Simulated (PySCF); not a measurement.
CH9N3Si, SMILES NC[SiH](N)N. Coordinates come from a PBE-D3(BJ)/def2-SVP optimisation. This is a generated structure with no PubChem entry under its InChIKey; it may be hypothetical. One conformer was computed; it need not be the lowest.

Computed equilibrium geometry at PBE-D3(BJ)/def2-SVP (PySCF confirms it by a frequency run) as bond lengths and angles (one conformer of several):
Atoms: N1 C2 Si3 N4 N5 H6 H7 H8 H9 H10 H11 H12 H13 H14. Bond lengths (Å): N1–C2 1.480, N1–H6 1.031, N1–H7 1.031, C2–Si3 1.906, C2–H8 1.112, C2–H9 1.115, Si3–N4 1.745, Si3–N5 1.751, Si3–H10 1.516, N4–H11 1.023, N4–H12 1.022, N5–H13 1.024, N5–H14 1.024. Angles (°): C2–N1–H6 108.2, C2–N1–H7 107.9, H6–N1–H7 103.9, N1–C2–Si3 112.7, N1–C2–H8 109.1, N1–C2–H9 109.0, Si3–C2–H8 110.4, Si3–C2–H9 110.7, H8–C2–H9 104.6, C2–Si3–N4 115.7, C2–Si3–N5 103.6, C2–Si3–H10 111.3, N4–Si3–N5 104.2, N4–Si3–H10 104.2, N5–Si3–H10 118.3, Si3–N4–H11 119.7, Si3–N4–H12 119.8, H11–N4–H12 111.2, Si3–N5–H13 117.5, Si3–N5–H14 118.7, H13–N5–H14 110.0.
Charge 0, spin multiplicity 1.
